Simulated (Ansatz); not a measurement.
Reaction (atomization): `[SiH3]C[SiH2][SeH]` → C• + 8 H• + Se• + 2 Si•

Gas-phase electronic energies from Ansatz, PBE0-D4/def2-TZVP geometries. CCSD(T)/CBS adds triple-zeta CCSD(T) − MP2 to the extrapolated MP2 energy (def2 sets, frozen cores). This one scheme is used for every species, atoms too. Functionals use def2-TZVPP. HSE06 is defined as in plane-wave codes. Open shells (•) are unrestricted, without spin–orbit coupling. Spin–orbit coupling would lower the free atoms: a little for C, Si; clearly for Se. Bonds to Se are less sure, by a few kJ/mol each and by 10 to 20 or more in all where they break to atoms, as the def2 sets lack core-valence functions. Scalar relativity is left out up to krypton. One conformer a species, not always the lowest.

```csv
level,ΔE (kcal/mol),difference from CCSD(T)/CBS
r2SCANh-D4,903.7,-5.0
HSE06-D4,899.0,-9.7
ωB97X-V,911.6,2.9
PBE-QIDH,896.8,-11.9
BLYP,877.9,-30.8
r2SCAN0,898.2,-10.5
LC-ωPBE,891.9,-16.8
HF/def2-SVP,680.2,-228.5
SCS-MP2/def2-QZVPP,904.1,-4.6
CCSD/CBS(def2),899.2,-9.5
CCSD(T)/CBS,908.7,0
```

Largest T1 diagnostic among the species: 0.012.

At CCSD(T), def2-SVP lies −59.9 kcal/mol from the extrapolated value and def2-TZVPP −23.5 kcal/mol: correlation converges slowly with the basis, and small sets miss more of it in the bonded molecule than in its fragments. In def2-TZVPP, CCSD(T) changes the Hartree–Fock value by +202.1 kcal/mol (the triples alone add +9.5 kcal/mol) and MP2 by +199.6 kcal/mol; breaking electron pairs costs correlation energy, which Hartree–Fock lacks. From BLYP to BHLYP (50 % exact exchange), in def2-TZVPP and without D4, ΔE moves by +5.4 kcal/mol.

For atomizations the MP2-based limit and the directly extrapolated one differ by several kJ/mol either way, and by 10 to 25 for some Ge, Se and Sn compounds, so smaller differences from it don't rank the levels.
